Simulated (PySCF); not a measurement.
chloro(ethenylsilyl)silane (C2H7ClSi2), SMILES C=C[SiH2][SiH2]Cl. Atoms are numbered in the order given.

```xyz
12

C     -3.3792     0.6531     0.5713
C     -2.5265     0.0228    -0.2532
Si    -0.8864    -0.7006     0.2976
Si     0.8799     0.6176    -0.5151
Cl     2.6839    -0.2709     0.0580
H     -4.3195     1.0873     0.2135
H     -3.1776     0.7598     1.6431
H     -2.7932    -0.0463    -1.3168
H     -0.7025    -2.0845    -0.2236
H     -0.8196    -0.7166     1.7856
H      0.8663     0.7175    -1.9998
H      0.8445     1.9940     0.0480
```

Geometry: TPSSh-D3(BJ)/def2-SVP. One conformer was computed; it need not be the lowest.

These are PySCF with PBE/pcSseg-1 values and carry that method's errors.

GIAO shieldings, no solvent; atoms listed in one row are averaged. δ = σ(ref) − σ: ¹³C against TMS (σ = 182.0 ppm); ²⁹Si against TMS (σ = 335.4 ppm); ³⁵Cl against HCl (σ = 936.5 ppm); ¹H against TMS (σ = 31.49 ppm), references at their B3LYP-D3(BJ)/def2-TZVP geometries, non-relativistic (without spin–orbit terms, shifts of atoms bonded to Cl or Br come out too high).

| nucleus | atoms | count | δ (ppm) |
|---|---|---|---|
| ¹³C | C1 | 1 | 148.3 |
| ¹³C | C2 | 1 | 136.6 |
| ²⁹Si | Si4 | 1 | -19.3 |
| ²⁹Si | Si3 | 1 | -65.1 |
| ³⁵Cl | Cl5 | 1 | -88.1 |
| ¹H | H6, H7 | 2 | 6.62 |
| ¹H | H8 | 1 | 6.43 |
| ¹H | H11, H12 | 2 | 5.57 |
| ¹H | H9 | 1 | 4.70 |
| ¹H | H10 | 1 | 4.49 |
